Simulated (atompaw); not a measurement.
**Scattering properties, PAW (atompaw) potential for praseodymium**

atompaw 4.2.0.5 input, output lines left out:

```
Pr 59
GGA-PBE scalarrelativistic loggrid 2001 logderivrange -6 5 276
6 6 5 4 0 0
6 0 0
6 1 0
5 2 0
4 3 3
0 0 0
c
c
c
c
v
v
c
c
c
v
v
c
c
v
v
3
3.00 2.90 2.25 1.80
n
n
y
0.2
n
y
2.2
n
custom polynom vanderbiltortho sinc
4 0 vpsmatchnc
1.95
3.00
2.25
3.00
3.00
3.00
1.75
1.75
```

The phase is arctan(r·u′/u) with u = r·R(r), unwrapped; energies in Ry, scanned from -6 to 5 Ry. A pole is an energy at which the radial function vanishes at the test radius. The pseudo phase is shifted by a multiple of π to meet the all-electron one at the reference energy, and phase errors are pseudo minus all-electron; the curves can meet again beyond the range given. Levels narrower than the energy grid can be missing from the lists of poles. n/a: not evaluated, since a narrow level or a reset projector energy made the automatic matching unsafe.

| channel | radius (bohr) | reference energy (Ry) | poles, all-electron | poles, pseudo | unbroken range about the reference energy with phases within 0.05 rad | phase error 1 Ry above the reference energy (rad) |
| --- | --- | --- | --- | --- | --- | --- |
| s | 3.02 | -0.97 | -3.73, 1.83 | -3.73, 1.89 | n/a | n/a |
| p | 3.02 | -0.70 | -2.30, 3.06 | -2.31, 1.03 | below -0.1 | -0.291 |
| d | 3.02 | -0.99 | -0.23 | -0.23, 4.52 | below 1.9 | -0.000 |
| f | 3.02 | -1.02 | -0.96, 2.40 | -0.96, 2.40 | below 4.5 | +0.002 |

Note: ghost state, extra bound levels that the all-electron valence spectrum of the same l lacks: s at -23.0 eV. A true bound ghost makes a file unfit for plane-wave use.

Phases in the s channel:

```json
{"E (Ry)": "-6.00", "all-electron": "1.405", "pseudo": "4.545"}
{"E (Ry)": "-5.52", "all-electron": "1.392", "pseudo": "4.532"}
{"E (Ry)": "-5.04", "all-electron": "1.374", "pseudo": "4.514"}
{"E (Ry)": "-4.56", "all-electron": "1.343", "pseudo": "4.482"}
{"E (Ry)": "-4.08", "all-electron": "1.221", "pseudo": "4.359"}
{"E (Ry)": "-3.60", "all-electron": "-1.673", "pseudo": "1.467"}
{"E (Ry)": "-3.12", "all-electron": "-1.772", "pseudo": "1.367"}
{"E (Ry)": "-2.64", "all-electron": "-1.825", "pseudo": "1.312"}
{"E (Ry)": "-2.16", "all-electron": "-1.890", "pseudo": "1.242"}
{"E (Ry)": "-1.68", "all-electron": "-1.998", "pseudo": "-1.743"}
{"E (Ry)": "-1.20", "all-electron": "-2.237", "pseudo": "-2.235"}
{"E (Ry)": "-0.72", "all-electron": "-2.985", "pseudo": "-2.980"}
{"E (Ry)": "-0.24", "all-electron": "-4.052", "pseudo": "-4.038"}
{"E (Ry)": "0.24", "all-electron": "-4.424", "pseudo": "-4.413"}
{"E (Ry)": "0.72", "all-electron": "-4.569", "pseudo": "-4.560"}
{"E (Ry)": "1.20", "all-electron": "-4.646", "pseudo": "-4.640"}
{"E (Ry)": "1.68", "all-electron": "-4.698", "pseudo": "-4.693"}
{"E (Ry)": "2.16", "all-electron": "-4.739", "pseudo": "-4.736"}
{"E (Ry)": "2.64", "all-electron": "-4.776", "pseudo": "-4.775"}
{"E (Ry)": "3.12", "all-electron": "-4.815", "pseudo": "-4.818"}
{"E (Ry)": "3.60", "all-electron": "-4.862", "pseudo": "-4.876"}
{"E (Ry)": "4.08", "all-electron": "-4.929", "pseudo": "-4.975"}
{"E (Ry)": "4.56", "all-electron": "-5.050", "pseudo": "-5.232"}
```
